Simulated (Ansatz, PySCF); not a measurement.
Ways to break one bond of C[Si](C)(C)F [fluoro(trimethyl)silane]:

A. C[Si](C)(C)F -> C[Si](C)C + F atom
B. C[Si](C)(C)F [fluoro(trimethyl)silane] → [CH3] (CH3) + C[Si](C)F
C. C[Si](C)(C)F [fluoro(trimethyl)silane] → [CH2][Si](C)(C)F + H atom

Quantity: bond dissociation energy (enthalpy at 298 K, with B3LYP-D3(BJ) rigid-rotor harmonic-oscillator terms), kJ/mol. Structures are relaxed separately at B3LYP-D3(BJ)/def2-TZVP in Ansatz (a program for electronic structure), one conformer each, not searched for the lowest. Frequencies are from Ansatz or PySCF. Correlated levels leave the core frozen unless marked. UHF or UKS for open shells. No spin-orbit coupling. No relativistic terms. CBS(X,Y): correlation extrapolated as X^-3; Hartree-Fock from the larger set.

```
   HSE06-D3(BJ)/def2-TZVPD (Ansatz + dftd3)  B2PLYP-D4/def2-TZVPD (Ansatz + dftd4)  RPA@PBE/cc-pV(T+d)Z (Ansatz)  CCSD(T)/CBS(cc-pV(T+d)Z,cc-pV(Q+d)Z) (Ansatz)
-  ----------------------------------------  -------------------------------------  ----------------------------  ---------------------------------------------
A                                     642.5                                  661.4                         609.7                                     (withheld)
B                                     383.1                                  385.4                         380.3                                     (withheld)
C                                     412.1                                  416.5                         415.7                                     (withheld)
```

Problem. Fill in the missing entries.

Solution. 
- A, CCSD(T)/CBS(cc-pV(T+d)Z,cc-pV(Q+d)Z) (Ansatz): 677.9
- B, CCSD(T)/CBS(cc-pV(T+d)Z,cc-pV(Q+d)Z) (Ansatz): 401.9
- C, CCSD(T)/CBS(cc-pV(T+d)Z,cc-pV(Q+d)Z) (Ansatz): 426.5
